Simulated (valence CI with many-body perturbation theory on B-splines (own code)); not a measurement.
# Level structure of Ag14+

Calculated by configuration interaction combined with many-body perturbation theory (CI+MBPT): five valence electrons over a frozen Dirac-Fock core [Ar] 3d10, radial functions for each j: 11 s, 11 p, 10 d, 8 f, 5 g, 2 h, with the one-electron correlation potential Σ1 (screened to all orders), the two-electron term Σ2, the three-electron term Σ3, Breit, model QED; selected single and double excitations, second order for the rest (own B-spline code, finite nucleus).

No measured spectrum was set against this ion. As an estimate, levels hold to about 250 cm⁻¹ or 0.2 % of their energy and the worst to 1 %, as in measured heavy ions of charge 2 to 7; those with d or f electrons hold less well. Among the levels kept, up to 2000 cm⁻¹ of a level comes from second order outside the variational space, and about a tenth of that is noise between levels of different J, which matters for small intervals.

Levels 1 to 45 of 170, with energies above the lowest level, 4s²4p³ ⁴S°_3/2. "Leading %" is the weight of the configuration and term that name the level; weights of strongly mixed levels are sums over their largest components and can fall short. In the jj column 3d3/2^4 stands for four electrons in 3d with j = 3/2. Lifetimes count E1, E2, E3, M1 and M2 decay at the calculated energies, and are blank where another channel may lead or the interval is too uncertain; long ones can be off by a factor of two.

| No. | Configuration | Term | J | E (cm⁻¹) | Leading % | Lifetime | Leading jj | Second component |
| --- | --- | --- | --- | --- | --- | --- | --- | --- |
| 1 | 4s²4p³ | ⁴S° | 3/2 | 0 | 61 |  | 4s^2 4p1/2^2 4p3/2 (82 %) | 25 % 4s²4p³ ²P° |
| 2 | 4s²4p³ | ²D° | 3/2 | 45232 | 60 | 579 μs | 4s^2 4p1/2 4p3/2^2 (84 %) | 28 % 4s²4p³ ⁴S° |
| 3 | 4s²4p³ | ²D° | 5/2 | 61496 | 98 | 2.96 ms | 4s^2 4p1/2 4p3/2^2 (98 %) |  |
| 4 | 4s²4p³ | ²P° | 1/2 | 87014 | 97 | 313 μs | 4s^2 4p1/2 4p3/2^2 (97 %) |  |
| 5 | 4s²4p³ | ²P° | 3/2 | 127330 | 63 | 123 μs | 4s^2 4p3/2^3 (93 %) | 26 % 4s²4p³ ²D° |
| 6 | 4s4p⁴ | ⁴P | 5/2 | 327310 | 85 | 222 ps | 4s 4p1/2^2 4p3/2^2 (84 %) | 8 % 4s4p⁴ ²D |
| 7 | 4s4p⁴ | ⁴P | 3/2 | 359160 | 80 | 135 ps | 4s 4p1/2 4p3/2^3 (56 %) | 8 % 4s4p⁴ ²D |
| 8 | 4s4p⁴ | ⁴P | 1/2 | 364820 | 77 | 127 ps | 4s 4p1/2^2 4p3/2^2 (55 %) | 15 % 4s4p⁴ ²S |
| 9 | 4s4p⁴ | ²D | 3/2 | 404370 | 66 | 73.7 ps | 4s 4p1/2 4p3/2^3 (53 %) | 11 % 4s4p⁴ ⁴P |
| 10 | 4s4p⁴ | ²D | 5/2 | 418040 | 78 | 104 ps | 4s 4p1/2 4p3/2^3 (79 %) | 10 % 4s²4p²4d ²D |
| 11 | 4s4p⁴ | ²S | 1/2 | 455330 | 43 | 31.6 ps | 4s 4p1/2 4p3/2^3 (41 %) | 31 % 4s4p⁴ ²P |
| 12 | 4s4p⁴ | ²P | 3/2 | 463580 | 57 | 30.2 ps | 4s 4p1/2 4p3/2^3 (59 %) | 24 % 4s²4p²4d ²P |
| 13 | 4s²4p²4d | ⁴F | 3/2 | 496100 | 70 | 107 ps | 4s^2 4p1/2^2 4d3/2 (71 %) | 10 % 4s²4p²4d ⁴D |
| 14 | 4s²4p²4d | ⁴F | 5/2 | 510590 | 54 | 133 ps | 4s^2 4p1/2^2 4d5/2 (61 %) | 26 % 4s²4p²4d ⁴D |
| 15 | 4s4p⁴ | ²P | 1/2 | 512550 | 33 | 42.3 ps | 4s 4p3/2^4 (54 %) | 29 % 4s4p⁴ ²S |
| 16 | 4s²4p²4d | ²F | 5/2 | 531150 | 64 | 641 ps | 4s^2 4p1/2 4p3/2 4d3/2 (85 %) | 25 % 4s²4p²4d ⁴F |
| 17 | 4s²4p²4d | ⁴F | 7/2 | 536880 | 79 | 2.90 ns | 4s^2 4p1/2 4p3/2 4d5/2 (72 %) | 13 % 4s²4p²4d ⁴D |
| 18 | 4s²4p²4d | ⁴D | 1/2 | 540510 | 84 | 66.9 ps | 4s^2 4p1/2 4p3/2 4d3/2 (75 %) | 9 % 4s4p⁴ ²P |
| 19 | 4s²4p²4d | ⁴D | 3/2 | 541860 | 64 | 50.0 ps | 4s^2 4p1/2 4p3/2 4d3/2 (70 %) | 18 % 4s²4p²4d ⁴F |
| 20 | 4s²4p²4d | ²F | 7/2 | 543340 | 50 | 3.80 ns | 4s^2 4p1/2 4p3/2 4d3/2 (48 %) | 37 % 4s²4p²4d ⁴D |
| 21 | 4s²4p²4d | ⁴F | 9/2 | 553790 | 72 |  | 4s^2 4p1/2 4p3/2 4d5/2 (82 %) | 26 % 4s²4p²4d ²G |
| 22 | 4s²4p²4d | ⁴D | 5/2 | 559990 | 48 | 62.1 ps | 4s^2 4p1/2 4p3/2 4d5/2 (68 %) | 26 % 4s²4p²4d ²F |
| 23 | 4s²4p²4d | ²P | 3/2 | 574550 | 55 | 10.1 ps | 4s^2 4p1/2 4p3/2 4d5/2 (62 %) | 17 % 4s4p⁴ ²P |
| 24 | 4s²4p²4d | ²G | 7/2 | 586440 | 51 | 126 ps | 4s^2 4p1/2 4p3/2 4d5/2 (29 %) | 23 % 4s²4p²4d ⁴D |
| 25 | 4s²4p²4d | ⁴P | 5/2 | 598550 | 66 | 5.09 ps | 4s^2 4p1/2 4p3/2 4d5/2 (47 %) | 16 % 4s²4p²4d ²D |
| 26 | 4s²4p²4d | ²F | 7/2 | 603670 | 44 | 287 ps | 4s^2 4p3/2^2 4d5/2 (79 %) | 29 % 4s²4p²4d ²G |
| 27 | 4s²4p²4d | ⁴P | 3/2 | 603740 | 50 | 5.83 ps | 4s^2 4p1/2 4p3/2 4d3/2 (48 %) | 22 % 4s²4p²4d ²P |
| 28 | 4s²4p²4d | ⁴P | 1/2 | 604570 | 41 | 6.06 ps | 4s^2 4p1/2 4p3/2 4d3/2 (64 %) | 30 % 4s²4p²4d ²P |
| 29 | 4s²4p²4d | ²G | 9/2 | 614240 | 72 | 285 μs | 4s^2 4p3/2^2 4d5/2 (81 %) | 26 % 4s²4p²4d ⁴F |
| 30 | 4s²4p²4d | ²D | 3/2 | 617680 | 68 | 15.4 ps | 4s^2 4p1/2 4p3/2 4d5/2 (44 %) | 17 % 4s²4p²4d ⁴P |
| 31 | 4s²4p²4d | ²P | 1/2 | 623060 | 42 | 5.95 ps | 4s^2 4p3/2^2 4d3/2 (43 %) | 30 % 4s²4p²4d ⁴P |
| 32 | 4s²4p²4d | ²D | 5/2 | 634620 | 74 | 5.34 ps | 4s^2 4p1/2 4p3/2 4d5/2 (37 %) | 14 % 4s²4p²4d ²F |
| 33 | 4s²4p²4d | ²D | 3/2 | 648370 | 63 | 5.17 ps | 4s^2 4p3/2^2 4d3/2 (64 %) | 14 % 4s²4p²4d ⁴P |
| 34 | 4s²4p²4d | ²P | 1/2 | 648800 | 76 | 7.36 ps | 4s^2 4p1/2 4p3/2 4d5/2 (71 %) | 16 % 4s²4p²4d ²S |
| 35 | 4s²4p²4d | ²F | 5/2 | 656980 | 42 | 4.76 ps | 4s^2 4p3/2^2 4d3/2 (31 %) | 31 % 4s²4p²4d ²D |
| 36 | 4s²4p²4d | ²D | 5/2 | 664030 | 82 | 20.2 ps | 4s^2 4p3/2^2 4d5/2 (74 %) | 7 % 4s²4p²4d ²F |
| 37 | 4s²4p²4d | ²F | 7/2 | 679330 | 91 | 3.69 ps | 4s^2 4p3/2^2 4d3/2 (56 %) | 4 % 4s²4p²4d ²G |
| 38 | 4s²4p²4d | ²S | 1/2 | 680970 | 55 | 6.08 ps | 4s^2 4p3/2^2 4d5/2 (37 %) | 16 % 4s²4p²4d ⁴P |
| 39 | 4s²4p²4d | ²P | 3/2 | 682790 | 69 | 6.11 ps | 4s^2 4p3/2^2 4d5/2 (52 %) | 14 % 4s²4p²4d ²D |
| 40 | 4s²4p²4d | ²D | 3/2 | 709180 | 87 | 4.63 ps | 4s^2 4p3/2^2 4d3/2 (48 %) | 5 % 4s²4p²4d ²P |
| 41 | 4s²4p²4d | ²D | 5/2 | 715720 | 59 | 4.14 ps | 4s^2 4p3/2^2 4d5/2 (72 %) | 34 % 4s²4p²4d ²F |
| 42 | 4p⁵ | ²P° | 3/2 | 744590 | 72 | 43.8 ps | 4p1/2^2 4p3/2^3 (72 %) | 21 % 4s4p³4d ²P° |
| 43 | 4s4p³4d | ⁶D° | 1/2 | 779950 | 90 | 919 ps | 4s 4p1/2^2 4p3/2 4d3/2 (47 %) | 7 % 4s4p³4d ⁴P° |
| 44 | 4s4p³4d | ⁶D° | 3/2 | 781190 | 90 | 595 ps | 4s 4p1/2^2 4p3/2 4d3/2 (42 %) | 5 % 4s4p³4d ⁴P° |
| 45 | 4s4p³4d | ⁶D° | 5/2 | 781990 | 86 | 750 ps | 4s 4p1/2^2 4p3/2 4d3/2 (41 %) | 5 % 4s4p³4d ⁴D° |

Names give the largest LS component (configuration and term), which can be under half, so a name can repeat, a term be missing and a line seem to break the LS rules; names also repeat where a configuration has a term twice.

The ionisation energy to 4s²4p² ³P0 of the next ion comes out as 348.88 eV (NIST: 347 ± 3 eV (theoretical)). All 170 levels together are meant to be complete up to 1193300 cm⁻¹.
